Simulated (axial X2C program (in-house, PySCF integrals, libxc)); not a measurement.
# What spin–orbit coupling does to LaTe

Calculated with an axial X2C code built on PySCF integrals. Spin-free means the one-electron spin-free X2C Hamiltonian; two-component (2c) means X2C with spin–orbit coupling and atomic mean-field two-electron Coulomb and Gaunt terms, so the difference of the two also holds small scalar two-electron terms. Basis: La dyall-cv3z [13s14p9d5f2g], Te dyall-cv3z [11s12p8d4f1g] (cores contracted in-house); Gaussian nuclei, density fitting, unrestricted open shells. Masses: La 138.906 u, Te 129.906 u.

Spin-free state: M_S = 1/2, Λ = 0 (beyond evenly filled blocks: σα); fragments La + Te.

```tsv
level	Re (Å)	ωe (cm⁻¹)	De (eV)	μ (D)
PBE0	2.734	240.5	4.524	-7.00
LDA	2.719	238.2	5.517	-6.18
TPSSh	2.746	234.7	n/a	-6.90
```

Dipoles are positive if Te is the positive end.

Two-component determinant lowest at the distance of the search:

Ω = 1/2 (⟨Sz⟩ = 0.50, ⟨Lz⟩ = 0.00 at PBE0); fragments La + Te.

```tsv
level	Re (Å)	ωe (cm⁻¹)	μ (D)
PBE0	2.737	238.8	-6.92
LDA	2.722	236.5	-6.11
TPSSh	2.749	233.1	-6.83
```

(1) From the two tables, how do the constants change at the PBE0 level (2c against spin-free)?

The state is a single determinant with fixed occupations, the lowest that a limited PBE0 search found. Dissociation energies refer to the lowest single-determinant-based atoms at the same level and basis. De is not given where an atomic determinant may have missed its ground term or J level, or where the truncated virtual space spoils (T). Density functionals use the spin component along the axis (collinear). PBE0 can misorder states that lie within some tenths of an eV, so this need not be the ground state of the molecule. The nearest other spin-free determinant of the search, M_S = 1/2, Λ = 2, lies 0.48 eV up at the distance of the search. The functionals have no current-density term, which raises determinants with orbital currents, atoms included. Some points did not converge and are left out. The stretched end of a curve changes character and is left out.

## Answers

(1) At the PBE0 level Re increases by 0.003 Å and ωe drops by 1.7 cm⁻¹.
